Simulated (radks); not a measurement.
Problem. All-electron atom: Fe- in [Ar] 3d7 4s2. Calculated with a radial shooting solver on a logarithmic mesh with Libxc functionals: non-relativistic Kohn-Sham, LDA (Slater exchange, VWN5 correlation), spin-polarised, spherical densities, point nucleus; open shells are filled with parallel spins first; hard spherical wall at 3 bohr. Some entries of the table are withheld. Estimate them.

orbital,occ.,eigenvalue (eV),r(max) (bohr)
1s up,1,-6883.146,0.03902
1s down,1,-6883.134,0.03902
2s up,1,-770.3124,0.2257
2s down,1,-768.9396,0.2256
2p up,3,-660.9630,0.1810
2p down,3,-659.9170,0.1809
3s up,1,-60.8703,0.7127
3s down,1,-58.0319,0.7132
3p up,3,-29.3525,0.7223
3p down,3,-26.5955,0.7234
3d up,5,21.2327,0.7332
3d down,2,23.6813,0.7417
4s up,1,29.7203,1.927
4s down,1,30.9666,1.937
4p up,0,40.2261,2.004
4p down,0,41.4563,2.014
4d up,0,61.0072,2.133
4d down,0,62.4922,2.143
5s up,0,109.6869,(1)
5s down,0,111.1171,(2)

Solution. 
(1) 5s up r(max) (bohr): 2.438
(2) 5s down r(max) (bohr): 2.441
